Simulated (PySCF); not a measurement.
ClCs, triplet, at the geometry of the source list (a higher spin typed on purpose: for a closed-shell molecule this is an excited state) (core potentials on Cs). Base run: DF-B3LYP/def2-TZVP (PySCF).

PySCF was given this input:
```python
from pyscf import gto, scf, dft

mol = gto.Mole()
mol.atom = '''
    Cs   -0.89640000   -0.79160000   -0.84180000
    Cl    0.89640000    0.79160000    0.84180000
'''
mol.basis = 'def2-tzvp'
mol.ecp = {'Cs': 'def2-tzvp'}
mol.spin = 2
mol.verbose = 4
mol.build()

mf = dft.UKS(mol)
mf.xc = 'b3lyp'
mf = mf.density_fit(auxbasis='def2-universal-jkfit')
mf.kernel()
```

Variants of this job, named by their change:

```csv
change,basis functions,E (Eh),HOMO (eV),dipole (D)
base,66,-480.29606,-2.44,1.01
basis = LANL2DZ,20,-34.74313,-2.50,1.08
basis = def2-SV(P),42,-480.13970,-2.42,1.28
basis = def2-SVP,42,-480.13970,-2.42,1.28
basis = def2-SVPD,54,-480.14361,-2.43,1.12
basis = def2-TZVPD,78,-480.29649,-2.43,1.06
basis = def2-TZVPP,78,?,-2.43,?
basis = def2-QZVP,118,-480.31177,-2.43,1.07
basis = def2-QZVPP,?,?,-2.43,1.07
```

Task: Some entries are withheld; supply them.

Result: 
- basis = def2-TZVPP, E (Eh): -480.29663
- basis = def2-TZVPP, dipole (D): 1.02
- basis = def2-QZVPP, basis functions: 132
- basis = def2-QZVPP, E (Eh): -480.31196

Totals compare only among sets that treat the same electrons; sets with core potentials leave the core out.

Open shells are given as the SCF converged; they aren't shown to be the lowest states, and a large step between rows can be another state.
